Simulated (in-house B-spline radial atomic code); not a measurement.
A fraction x of an electron is removed from 3p in Ga VI (Ga5+), starting from [Ar] 3d8 and keeping the highest spin. Method: scalar-relativistic (X2C) LDA PW92, spin-polarised, spherical fractional occupations, Fermi nucleus of rms radius 3.9973 fm. Calculated with a radial B-spline atomic code at the basis-set limit.

| x | E(x) - E(0) (eV) | 3p down level (eV) |
| --- | --- | --- |
| 0 | 0.0000 | -181.184 |
| 0.05 | 9.0932 | -182.543 |
| 0.16 | 29.3379 | -185.546 |
| 0.35 | 65.0875 | -190.773 |
| 0.42 | 78.5094 | -192.711 |
| 0.5 | ? | ? |
| 0.56 | ? | ? |
| 0.74 | 141.6043 | -201.653 |
| 0.82 | 157.8267 | -203.909 |
| 0.91 | 176.2931 | -206.457 |
| 1 | 194.9892 | -209.014 |

**Question.** What belongs in the row x = 0.5?

**Answer.** An energy change of 94.0152 eV; 3p down at -194.934 eV.

**Question.** What belongs in the row x = 0.56?

**Answer.** An energy change of 105.7614 eV; 3p down at -196.607 eV.

**Question.** Check Janak's theorem between x = 0.05 and 0.16.

**Answer.** The slope of the energy is 184.04 eV; the orbital levels give 184.04 eV (-ε of the emptying orbital, averaged over the two points).
